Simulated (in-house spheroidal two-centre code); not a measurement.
Computed with a spheroidal two-centre code. Model: one electron and two fixed point charges, non-relativistic, separated in prolate spheroidal coordinates (energies exact to about nine digits).

With r1 and r2 the distances to the charges and R their separation, ξ = (r1 + r2)/R and η = (r1 − r2)/R; m is the angular momentum about the axis. The force apart is −d(total energy)/dR, and minima and barriers are those of the total energy. The separation constant A is the eigenvalue of −d/dη(1−η²)d/dη + m²/(1−η²) − p²η² − R(Z2−Z1)η, with p² = −E R²/2 and E the electronic energy.

Command:
```bash
python run_two.py task.json out
```
Settings:
```
Z1                     3.9
Z2                     5.2
xi_nodes               0
eta_nodes              2
m                      1
```

Run time, properties included: 0.5 s on 1 thread of Intel(R) Xeon(R) Processor @ 2.30GHz (shared host).

**Energy curve, total energy includes the repulsion of the charges.**

Given: first charge 3.9; second charge 5.2; united atom label 4f pi; nodes in ξ 0; nodes in η 2.

Computed: united atom energy -2.5878 hartree.

```json
{"distance (bohr)": "0.283", "electronic energy (hartree)": "-2.59785258", "total energy (hartree)": "69.0629248", "kinetic energy (hartree)": "2.618", "force apart (hartree/bohr)": "253.29"}
{"distance (bohr)": "0.38", "electronic energy (hartree)": "-2.60595215", "total energy (hartree)": "50.7624689", "kinetic energy (hartree)": "2.6424", "force apart (hartree/bohr)": "140.54"}
{"distance (bohr)": "0.509", "electronic energy (hartree)": "-2.62043887", "total energy (hartree)": "37.2223902", "kinetic energy (hartree)": "2.6859", "force apart (hartree/bohr)": "78.405"}
{"distance (bohr)": "0.682", "electronic energy (hartree)": "-2.64641726", "total energy (hartree)": "27.0896531", "kinetic energy (hartree)": "2.7631", "force apart (hartree/bohr)": "43.772"}
{"distance (bohr)": "0.914", "electronic energy (hartree)": "-2.69191099", "total energy (hartree)": "19.4962728", "kinetic energy (hartree)": "2.8915", "force apart (hartree/bohr)": "24.494"}
{"distance (bohr)": "1.22", "electronic energy (hartree)": "-2.7639426", "total energy (hartree)": "13.8590082", "kinetic energy (hartree)": "3.061", "force apart (hartree/bohr)": "13.869"}
{"distance (bohr)": "1.64", "electronic energy (hartree)": "-2.85779235", "total energy (hartree)": "9.50806131", "kinetic energy (hartree)": "3.1648", "force apart (hartree/bohr)": "7.7274"}
{"distance (bohr)": "2.2", "electronic energy (hartree)": "-2.91928998", "total energy (hartree)": "6.29889184", "kinetic energy (hartree)": "2.9812", "force apart (hartree/bohr)": "4.2182"}
{"distance (bohr)": "2.75", "electronic energy (hartree)": "-2.89526212", "total energy (hartree)": "4.47928333", "kinetic energy (hartree)": "2.6007", "force apart (hartree/bohr)": "2.5745"}
{"distance (bohr)": "3.3", "electronic energy (hartree)": "-2.8112741", "total energy (hartree)": "3.33418044", "kinetic energy (hartree)": "2.1847", "force apart (hartree/bohr)": "1.6724"}
{"distance (bohr)": "3.85", "electronic energy (hartree)": "-2.69472318", "total energy (hartree)": "2.57280929", "kinetic energy (hartree)": "1.8199", "force apart (hartree/bohr)": "1.141"}
{"distance (bohr)": "4.4", "electronic energy (hartree)": "-2.56776098", "total energy (hartree)": "2.04132993", "kinetic energy (hartree)": "1.5579", "force apart (hartree/bohr)": "0.818"}
{"distance (bohr)": "4.95", "electronic energy (hartree)": "-2.44646068", "total energy (hartree)": "1.65050902", "kinetic energy (hartree)": "1.4127", "force apart (hartree/bohr)": "0.61882"}
{"distance (bohr)": "5.49", "electronic energy (hartree)": "-2.34166917", "total energy (hartree)": "1.3523199", "kinetic energy (hartree)": "1.3616", "force apart (hartree/bohr)": "0.49434"}
{"distance (bohr)": "6.04", "electronic energy (hartree)": "-2.25227419", "total energy (hartree)": "1.1053417", "kinetic energy (hartree)": "1.3642", "force apart (hartree/bohr)": "0.40886"}
{"distance (bohr)": "6.59", "electronic energy (hartree)": "?", "total energy (hartree)": "?", "kinetic energy (hartree)": "?", "force apart (hartree/bohr)": "?"}
{"distance (bohr)": "7.14", "electronic energy (hartree)": "-2.11896148", "total energy (hartree)": "0.72137465", "kinetic energy (hartree)": "1.4104", "force apart (hartree/bohr)": "0.29856"}
{"distance (bohr)": "7.69", "electronic energy (hartree)": "-2.06897015", "total energy (hartree)": "0.568221011", "kinetic energy (hartree)": "1.4287", "force apart (hartree/bohr)": "0.25968"}
{"distance (bohr)": "8.24", "electronic energy (hartree)": "-2.02670038", "total energy (hartree)": "0.43446467", "kinetic energy (hartree)": "1.442", "force apart (hartree/bohr)": "0.22772"}
{"distance (bohr)": "8.79", "electronic energy (hartree)": "-1.99043236", "total energy (hartree)": "0.316734873", "kinetic energy (hartree)": "1.4517", "force apart (hartree/bohr)": "0.20118"}
{"distance (bohr)": "9.34", "electronic energy (hartree)": "-1.9589307", "total energy (hartree)": "0.212375505", "kinetic energy (hartree)": "1.459", "force apart (hartree/bohr)": "0.17894"}
{"distance (bohr)": "9.89", "electronic energy (hartree)": "-1.93128938", "total energy (hartree)": "0.119266735", "kinetic energy (hartree)": "1.4646", "force apart (hartree/bohr)": "0.16015"}
{"distance (bohr)": "10.4", "electronic energy (hartree)": "-1.90851035", "total energy (hartree)": "0.0414896526", "kinetic energy (hartree)": "1.4688", "force apart (hartree/bohr)": "0.14522"}
{"distance (bohr)": "11", "electronic energy (hartree)": "-1.88464066", "total energy (hartree)": "-0.0410042918", "kinetic energy (hartree)": "1.4728", "force apart (hartree/bohr)": "0.13017"}
{"distance (bohr)": "11.5", "electronic energy (hartree)": "?", "total energy (hartree)": "?", "kinetic energy (hartree)": "?", "force apart (hartree/bohr)": "?"}
{"distance (bohr)": "12.1", "electronic energy (hartree)": "-1.84747424", "total energy (hartree)": "-0.17144118", "kinetic energy (hartree)": "1.4785", "force apart (hartree/bohr)": "0.10802"}
{"distance (bohr)": "12.6", "electronic energy (hartree)": "-1.83287129", "total energy (hartree)": "-0.223347481", "kinetic energy (hartree)": "1.4805", "force apart (hartree/bohr)": "0.099771"}
{"distance (bohr)": "13.2", "electronic energy (hartree)": "-1.81690079", "total energy (hartree)": "-0.280537155", "kinetic energy (hartree)": "1.4825", "force apart (hartree/bohr)": "0.09106"}
{"distance (bohr)": "15.5", "electronic energy (hartree)": "-1.76773982", "total energy (hartree)": "-0.459352727", "kinetic energy (hartree)": "1.4882", "force apart (hartree/bohr)": "0.066376"}
{"distance (bohr)": "18.2", "electronic energy (hartree)": "-1.72658351", "total energy (hartree)": "-0.612297797", "kinetic energy (hartree)": "1.4921", "force apart (hartree/bohr)": "0.048342"}
{"distance (bohr)": "21.5", "electronic energy (hartree)": "-1.69083789", "total energy (hartree)": "-0.747582076", "kinetic energy (hartree)": "1.495", "force apart (hartree/bohr)": "0.034764"}
{"distance (bohr)": "25.3", "electronic energy (hartree)": "-1.66158978", "total energy (hartree)": "-0.860008749", "kinetic energy (hartree)": "1.497", "force apart (hartree/bohr)": "0.025179"}
{"distance (bohr)": "29.7", "electronic energy (hartree)": "-1.63732454", "total energy (hartree)": "-0.954496261", "kinetic energy (hartree)": "1.4985", "force apart (hartree/bohr)": "0.018315"}
{"distance (bohr)": "34.9", "electronic energy (hartree)": "-1.61671685", "total energy (hartree)": "-1.03562803", "kinetic energy (hartree)": "1.4995", "force apart (hartree/bohr)": "0.013291"}
{"distance (bohr)": "41.1", "electronic energy (hartree)": "-1.59909525", "total energy (hartree)": "-1.10566459", "kinetic energy (hartree)": "1.5003", "force apart (hartree/bohr)": "0.0096007"}
{"distance (bohr)": "48.4", "electronic energy (hartree)": "-1.58423166", "total energy (hartree)": "-1.1652234", "kinetic energy (hartree)": "1.5008", "force apart (hartree/bohr)": "0.0069334"}
```

**Question.** What belongs in the row 6.59?

**Answer.** electronic energy (hartree): -2.17905173; total energy (hartree): 0.898338255; kinetic energy (hartree): 1.3869; force apart (hartree/bohr): 0.34678.

**Question.** What belongs in the row 11.5?

**Answer.** electronic energy (hartree): -1.86679878; total energy (hartree): -0.10332052; kinetic energy (hartree): 1.4756; force apart (hartree/bohr): 0.11933.

**Where the electron sits, z along the axis from the midpoint, the separation constant A tends to l(l+1) at zero distance; at short distance the term in R(Z2−Z1)η can raise or lower it, and at long distance it falls (p² = -ER²/2).**

```tsv
distance (bohr)	mean z squared (bohr²)	mean squared distance from axis (bohr²)	separation constant	mean z towards second charge (bohr)
0.158	2.023	2.3109	11.985	-0.0067661
0.283	2.0103	2.2941	11.953	-0.012097
0.509	?	?	?	?
0.914	1.8551	2.0853	11.489	-0.037856
1.64	1.6869	1.8322	10.268	-0.059463
2.75	1.7982	1.9963	7.2189	0.0093211
3.85	1.9758	2.6125	3.7101	0.39061
4.95	2.6088	3.2355	0.05993	1.0093
6.04	4.3894	3.5537	-4.5386	1.7405
7.14	7.1722	3.6707	-10.977	2.4523
8.24	?	?	?	?
9.34	14.585	3.7725	-29.68	3.6834
10.4	18.979	3.8026	-41.376	4.2408
11.5	24.117	3.8266	-55.327	4.8101
12.6	29.849	3.8454	-71.115	5.3738
15.5	47.822	3.8794	-121.51	6.846
21.5	98.265	3.916	-266.01	9.8653
29.7	196.23	3.9395	-551.06	13.975
41.1	388.21	3.9555	-1115.2	19.68
```

**Question.** What belongs in the row 0.509?

**Answer.** mean z squared (bohr²): 1.9701; mean squared distance from axis (bohr²): 2.2405; separation constant: 11.845; mean z towards second charge (bohr): -0.021618.

**Question.** What belongs in the row 8.24?

**Answer.** mean z squared (bohr²): 10.593; mean squared distance from axis (bohr²): 3.7306; separation constant: -19.375; mean z towards second charge (bohr): 3.0877.
